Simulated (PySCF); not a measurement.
methylselanylethene (C3H6Se), SMILES C(=C)[Se]C. Atoms are numbered in the order given.

```xyz
10

C      2.1782    -1.0065    -0.4088
C      0.9572    -0.9372     0.1303
Se    -0.2008     0.5700    -0.0200
C     -1.8883    -0.3793     0.2971
H      2.5850    -0.2104    -1.0396
H      2.8189    -1.8731    -0.2220
H      0.5655    -1.7493     0.7533
H     -2.0959    -1.0846    -0.5183
H     -2.6787     0.3826     0.3338
H     -1.8508    -0.9065     1.2605
```

Coordinates come from a B3LYP-D3(BJ)/def2-SVP optimisation. One conformer was computed; it need not be the lowest.

These are PBE/def2-TZVP in PySCF values and carry that method's errors.

ESP charges are fitted to the potential on shells at 1.4 to 2.0 van der Waals radii. Atomic charges (e):

| atom | Löwdin | ESP fit | Mulliken | meta-Löwdin |
|---|---|---|---|---|
| C1 | -0.26 | -0.53 | -0.29 | ___ |
| C2 | -0.42 | -0.07 | -0.15 | ___ |
| Se3 | 0.45 | -0.02 | 0.08 | ___ |
| C4 | -0.50 | -0.65 | -0.44 | -0.44 |
| H5 | 0.12 | 0.24 | 0.12 | 0.12 |
| H6 | 0.13 | 0.20 | 0.12 | 0.13 |
| H7 | 0.13 | 0.17 | 0.11 | 0.12 |
| H8 | 0.11 | 0.22 | 0.15 | 0.13 |
| H9 | 0.12 | 0.25 | 0.15 | 0.14 |
| H10 | 0.11 | 0.19 | 0.14 | 0.13 |

### Question
Complete the blanks. (Estimate from the structure and the level; the computed values follow.)

### Answer

- C1, meta-Löwdin: -0.28
- C2, meta-Löwdin: -0.22
- Se3, meta-Löwdin: 0.17

### Question
Give the Mayer and Wiberg (Löwdin basis) orders of the bonds. (An estimate is asked for; the answer gives what the named calculation found.)

### Answer

```
bond    Mayer  Wiberg
------  -----  ------
C1–C2    1.91    2.23
C2–Se3   1.12    1.48
Se3–C4   1.04    1.43
C1–H5    0.95    0.89
C1–H6    0.94    0.88
C2–H7    0.92    0.85
C4–H8    0.95    0.94
C4–H9    0.96    0.93
C4–H10   0.95    0.93
```
